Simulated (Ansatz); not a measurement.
Reaction (cleavage of the Si–Ge bond): `[SiH3][GeH2][GeH2][SiH2][GeH3]` + `[OH][SbH2]` → `[SiH3][O][SbH2]` + `[GeH3][SiH2][GeH2][GeH3]`

Calculated with Ansatz (gas phase, PBE0-D4/def2-TZVP geometries, no zero-point term in ΔE). CCSD(T)/CBS adds triple-zeta CCSD(T) − MP2 to the extrapolated MP2 energy (def2 sets, frozen cores). DFT in def2-TZVPP. B3LYP here is the variant with VWN-RPA as its local correlation; programs differ in this. def2 core potentials past Kr. For Ge, Sb outer-core shells are correlated without core-valence functions, which leaves a few kJ/mol of doubt a bond. Scalar relativity is left out up to krypton. One conformer a species, not always the lowest.

```json
{"level": "r2SCAN-D4", "ΔE (kJ/mol)": "-68.4"}
{"level": "r2SCAN0-D4", "ΔE (kJ/mol)": "-71.1"}
{"level": "BLYP", "ΔE (kJ/mol)": "-75.3"}
{"level": "B3LYP", "ΔE (kJ/mol)": "-80.1"}
{"level": "CAM-B3LYP", "ΔE (kJ/mol)": "-86.7"}
{"level": "CCSD/def2-SVP", "ΔE (kJ/mol)": "-79.3"}
{"level": "MP2/CBS(def2)", "ΔE (kJ/mol)": "-75.4"}
{"level": "CCSD/CBS(def2)", "ΔE (kJ/mol)": "-76.7"}
```

What does CCSD(T)/CBS give? (Estimate.)

Computed: -72.2 kJ/mol. The listed levels differ from it by 3.8, 1.1, -3.1, -7.9, -14.5, -7.1, -3.2, -4.5 kJ/mol.

Largest T1 diagnostic among the species: 0.014.

Leaving LDA and LC-ωPBE aside and taking each functional with its dispersion term where it has one, the values, not all of them listed here, spread over 32.9 kJ/mol, from BHLYP-D4 to PBE-D4. From BLYP to BHLYP (50 % exact exchange), in def2-TZVPP and without D4, ΔE moves by −15.2 kJ/mol. At CCSD(T), def2-SVP lies −4.1 kJ/mol from the extrapolated value and def2-TZVPP −1.5 kJ/mol.
